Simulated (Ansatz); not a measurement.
Calculated with Ansatz (gas phase, PBE0-D4/def2-TZVP geometries, no zero-point term in ΔE). CCSD(T)/CBS is the MP2 limit (def2-TZVPP, def2-QZVPP) plus CCSD(T) − MP2 in def2-TZVPP, frozen cores. Functionals use def2-TZVPP. B3LYP here is the variant with VWN-RPA as its local correlation; programs differ in this. Each species was taken in one conformer, which may not be the lowest.

Reaction (redistribution): `CSB(F)Cl` + `F[SiH]([SiH3])S` → `FB(S)Cl` + `CS[SiH](F)[SiH3]`

`CSB(F)Cl`:

```xyz
8

C    -0.563   -0.538    1.032
S    -0.238   -0.888   -0.715
B     0.637    0.583   -1.216
F     0.888    1.569   -0.372
Cl    1.186    0.735   -2.873
H    -1.101   -1.399    1.426
H     0.369   -0.414    1.580
H    -1.179    0.352    1.138
```

`F[SiH]([SiH3])S`:

Z-matrix (Å, degrees):
```
Si
Si 1 2.338
S 1 2.124 2 110.4
F 1 1.604 2 108.5 3 122.6
H 1 1.483 2 114.8 3 -117.4
H 2 1.486 1 111.5 3 -172.7
H 2 1.488 1 108.5 3 -52.2
H 2 1.486 1 108.8 3 66.4
H 3 1.344 1 95.0 2 43.3
```

`FB(S)Cl`:

Cartesian coordinates in Å:
```
F -0.036 -0.849 -1.191
B 0.053 -0.462 0.066
S -0.072 1.264 0.537
Cl 0.298 -1.671 1.306
H -0.243 1.717 -0.717
```

`CS[SiH](F)[SiH3]`:

Z-matrix (Å, degrees):
```
C
S 1 1.818
H 1 1.089 2 106.7
H 1 1.089 2 110.8 3 118.7
H 1 1.089 2 110.8 3 -118.7
Si 2 2.109 1 101.2 3 -171.8
Si 6 2.341 2 107.1 1 167.1
F 6 1.608 2 112.0 1 -72.4
H 6 1.487 2 108.8 1 43.2
H 7 1.486 6 110.1 2 48.0
H 7 1.487 6 109.0 2 -71.9
H 7 1.487 6 110.0 2 168.5
```

```tsv
level	ΔE (kJ/mol)	difference from CCSD(T)/CBS
PBE-D4	6.6	-0.4
PBE0-D4	6.7	-0.3
B3LYP-D4	6.4	-0.6
ωB97M-V	7.2	0.2
B2PLYP	7.2	0.2
r2SCAN	8.2	1.2
PBE0	7.4	0.4
B3LYP	7.5	0.5
HF/def2-TZVPP	7.0	0.0
MP2/def2-TZVPP	6.7	-0.3
SCS-MP2/def2-TZVPP	6.7	-0.3
CCSD(T)/def2-TZVPP	6.8	-0.2
MP2/def2-QZVPP	6.9	-0.1
SCS-MP2/def2-QZVPP	6.8	-0.2
MP2/CBS(def2)	7.0	0.0
CCSD/CBS(def2)	7.1	0.1
CCSD(T)/CBS	7.0	0
```

Largest T1 diagnostic among the species: 0.013.
